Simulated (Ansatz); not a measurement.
Z-matrix (Å, degrees):
```
C
C 1 1.514
S 1 1.823 2 108.9
H 1 1.092 2 111.0 3 -119.7
H 1 1.092 2 111.0 3 119.7
Sn 2 2.153 1 112.4 3 -180.0
H 2 1.093 1 110.8 3 -59.4
H 2 1.093 1 110.8 3 59.5
H 3 1.343 1 97.4 2 -180.0
H 6 1.709 2 109.3 1 59.8
H 6 1.709 2 109.3 1 -59.3
H 6 1.707 2 110.1 1 -179.8
```

Charge 0, multiplicity 1. Sn takes the def2 core potential.

(1) List the B3LYP/def2-TZVPP orbital energies in eV (Ansatz 0.2.0). (Estimate.)

Results:

(1) Computed: Occupied: -2417.71, -277.89, -277.15, -215.70, -160.28, -160.19, -160.03, -138.62, -93.46, -93.46, -93.44, -27.75, -27.75, -27.74, -27.62, -27.62, -21.99, -19.14, -16.53, -14.04, -12.94, -11.96, -10.96, -10.33, -9.23, -8.88, -8.85, -7.91, -6.57. Lowest empty: -0.28, 0.22, 0.39, 0.76, 0.95, 1.38, 1.88, 1.98.

B3LYP here is the variant with VWN-RPA as its local correlation; programs differ in this.
